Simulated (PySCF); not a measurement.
## Correlation energy of B⁺ (boron, charge +1)

[He] 2s2, closed-shell 1S. Computed with PySCF 2.14 in def2-TZVP, with the non-relativistic Hamiltonian (point nucleus). Frozen: 1s2; 2 electrons correlated.

Total MP2 correlation energy: -35.44 mhartree.

Same-spin part 0.00 and opposite-spin part -35.44 mhartree; SCS-MP2 scales them by 1/3 and 6/5 to -42.53 mhartree.

With two correlated electrons CCSD is exact within the correlated space (frozen core and kept virtual orbitals).

```
level  correlation energy (mhartree)
 CCSD                         -59.46
```

Diagnostics: T1 = 0.012, D1 = 0.0167, largest double amplitude 0.151.

Task: Is a single reference adequate?

Result: Not fully. A double-excitation amplitude exceeds 0.15, a sign of near-degeneracy.
